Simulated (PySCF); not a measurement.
Species: [PtCl6]2- (charge -2 and singlet state).
Geometry (PBE0-D3(BJ)/def2-SVP, Å), atoms numbered from 1 in this order:
```xyz
7
PtCl6 angstrom
Pt     0.0129   -0.0148   -0.0095
Cl    -0.0037   -0.0290    2.3505
Cl     0.0265   -0.0015   -2.3693
Cl     2.3731    0.0134    0.0032
Cl    -2.3473   -0.0402   -0.0255
Cl    -0.0022    2.3455   -0.0010
Cl     0.0326   -2.3754   -0.0169
```

Computed, not measured: PySCF 2.14.0, PBE0-D3(BJ)/def2-SVP geometry optimisation, gas phase, def2 core potentials past Kr.

**Question.** Which atoms are bound to Pt1, and at what distances?

**Answer.** 6 atoms: Cl3 2.360 Å, Cl2 2.360 Å, Cl6 2.360 Å, Cl4 2.360 Å, Cl5 2.360 Å, Cl7 2.361 Å.

**Question.** List the angles at Pt1.

**Answer.** 
| angle | degrees | distance of the outer atoms (Å) |
| --- | --- | --- |
| Cl2–Pt1–Cl3 | 179.9 | 4.72 |
| Cl4–Pt1–Cl5 | 179.9 | 4.72 |
| Cl6–Pt1–Cl7 | 179.9 | 4.72 |
| Cl5–Pt1–Cl6 | 90.3 | 3.35 |
| Cl4–Pt1–Cl7 | 90.2 | 3.34 |
| Cl3–Pt1–Cl7 | 90.1 | 3.34 |
| Cl2–Pt1–Cl6 | 90.1 | 3.34 |
| Cl2–Pt1–Cl4 | 90.1 | 3.34 |
| Cl2–Pt1–Cl5 | 90.0 | 3.34 |
| Cl3–Pt1–Cl4 | 90.0 | 3.34 |
| Cl3–Pt1–Cl5 | 89.9 | 3.34 |
| Cl3–Pt1–Cl6 | 89.9 | 3.33 |
| Cl5–Pt1–Cl7 | 89.9 | 3.33 |
| Cl2–Pt1–Cl7 | 89.8 | 3.33 |
| Cl4–Pt1–Cl6 | 89.7 | 3.33 |

**Question.** What is the shape at Pt1?

**Answer.** Octahedral: the three widest angles are 179.9°, 179.9° and 179.9°, the others run from 89.7° to 90.3°.

**Question.** What are the rotational constants (commonest isotopes, rigid rotor)?

**Answer.** A = 650.1, B = 648.4, C = 647.1 MHz: a spherical top.

Point group: Oh (every atom within 0.08 Å of its image). Charge -2, singlet. Whether so highly charged an anion holds all its electrons in the gas phase wasn't checked; a finite basis holds them in any case. No counter-ion or solvent screens the charge of this multiply charged ion. The geometry's basis has no diffuse functions, a weakness for an anion. No frequency check.
